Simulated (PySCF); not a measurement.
Atomic charges by several schemes

Compound: C₇H₁₀N₂.
Structure used (PBE0-D3(BJ)/def2-SVP), in Å, numbered top down from 1:
```
atom  x, y, z in Å
C1     3.886   -0.272    0.098
C2     2.816   -0.828    0.000
C3     1.527   -1.507   -0.089
N4     0.466   -0.619   -0.495
C5     0.089    0.469    0.399
C6    -1.324    0.811   -0.083
C7    -2.278    1.305    0.990
C8    -1.674   -0.509   -0.727
N9    -0.658   -1.258   -0.933
H10    4.838    0.221    0.176
H11    1.576   -2.315   -0.835
H12    1.308   -1.988    0.891
H13    0.803    1.301    0.344
H14    0.056    0.107    1.452
H15   -1.263    1.571   -0.887
H16   -3.284    1.479    0.578
H17   -1.930    2.255    1.425
H18   -2.369    0.571    1.805
H19   -2.665   -0.810   -1.074
```

Density: PBE0/pcSseg-1 (PySCF); schemes: Mulliken, IAO, Hirshfeld and ESP-fitted. Isolated species at its PBE0-D3(BJ)/def2-SVP geometry (one conformer only).

Task: At which atom do the 4 schemes differ most?

Result: At C6: from -0.400 (Mulliken) to +0.250 e (ESP-fitted), 0.650 e apart.

Task: Do the Mulliken, IAO, Hirshfeld and ESP-fitted schemes agree on where the charge is lowest?

Result: The schemes don't all agree: Mulliken N4 (-0.480); IAO C7 (-0.410); Hirshfeld C1 (-0.118); ESP-fitted C7 (-0.568).

Task: Which atoms carry the highest charge in the Mulliken, IAO, Hirshfeld and ESP-fitted schemes?

Result: The schemes don't all agree: Mulliken H11 (+0.165); IAO H10 (+0.201); Hirshfeld H10 (+0.095); ESP-fitted H10 (+0.302).

Task: What partial charge does each atom carry?

Result: In e:

```tsv
atom	environment	Mulliken	IAO	Hirshfeld	ESP-fitted
C1	terminal alkyne carbon	-0.372	-0.240	-0.118	-0.402
C2	alkyne carbon	+0.139	-0.030	-0.041	-0.042
C3	sp3 carbon bound to nitrogen	+0.092	-0.161	-0.011	-0.070
N4	nitrogen bonded to 2 C and N	-0.480	-0.116	-0.037	-0.010
C5	sp3 carbon bound to nitrogen	+0.108	-0.168	-0.028	-0.198
C6	sp3 CH carbon	-0.400	-0.132	-0.027	+0.250
C7	methyl carbon	-0.216	-0.410	-0.113	-0.568
C8	C=N carbon	+0.098	-0.065	-0.004	+0.090
N9	C=N nitrogen	-0.184	-0.182	-0.116	-0.431
H10	alkyne hydrogen	+0.066	+0.201	+0.095	+0.302
H11	methylene hydrogen	+0.165	+0.189	+0.062	+0.164
H12	methylene hydrogen	+0.132	+0.135	+0.042	+0.122
H13	methylene hydrogen	+0.143	+0.156	+0.044	+0.119
H14	methylene hydrogen	+0.098	+0.107	+0.029	+0.113
H15	methine hydrogen	+0.146	+0.140	+0.042	+0.027
H16	methyl hydrogen	+0.122	+0.142	+0.044	+0.141
H17	methyl hydrogen	+0.123	+0.141	+0.044	+0.150
H18	methyl hydrogen	+0.114	+0.138	+0.038	+0.145
H19	hydrogen on a C=N carbon	+0.106	+0.156	+0.056	+0.099
```

Mean size of the charges over all atoms: ESP-fitted 0.181 e, Mulliken 0.174 e, IAO 0.158 e, Hirshfeld 0.052 e. Each set sums to the total charge, 0, to within 0.001 e. The Hirshfeld scheme divides the density at each point in proportion to the densities of the neutral, spherically averaged free atoms.

Task: How closely do the schemes follow one another over all atoms?

Result: Correlation coefficient and root-mean-square difference: IAO with Hirshfeld 0.93, 0.120 e; Hirshfeld with ESP-fitted 0.88, 0.180 e; IAO with ESP-fitted 0.82, 0.132 e; Mulliken with Hirshfeld 0.69, 0.170 e; Mulliken with IAO 0.67, 0.158 e; Mulliken with ESP-fitted 0.43, 0.236 e.

Task: How many electrons does the IAO scheme count on C7?

Result: Z − q = 6 − (-0.410) = 6.410.
